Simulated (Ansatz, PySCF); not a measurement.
Reaction (SMILES): F[SiH][SiH3] -> F[SiH-][SiH3] (an electron is taken up)
Each molecule is optimised on its own at B3LYP-D3(BJ)/def2-TZVP (Ansatz, an electronic-structure program). Frequencies are from Ansatz or PySCF.

Quantity: adiabatic electron affinity (0 K, with B3LYP-D3(BJ) harmonic zero-point energies), positive where the reaction releases energy, in eV. Valence correlation only, unless marked. Open shells are spin-unrestricted. No spin-orbit coupling. No relativistic terms. Anions need diffuse functions: aug- sets have them; def2-D sets add few; the other sets have none. CBS(X,Y): correlation extrapolated as X^-3; Hartree-Fock from the larger set.

CCSD(T)/CBS(aug-cc-pV(T+d)Z,aug-cc-pV(Q+d)Z) (Ansatz) gives 1.84 eV.

**Question.** Another calculation gave 1.66 eV. Which level was it?
(A) PBE/def2-TZVPD (Ansatz)
(B) LC-wPBE/def2-TZVPD (Ansatz)
(C) SVWN5/def2-TZVPD (Ansatz)

**Answer.** B, LC-wPBE/def2-TZVPD (Ansatz). The others give 2.00 (SVWN5), 1.84 (PBE) eV.
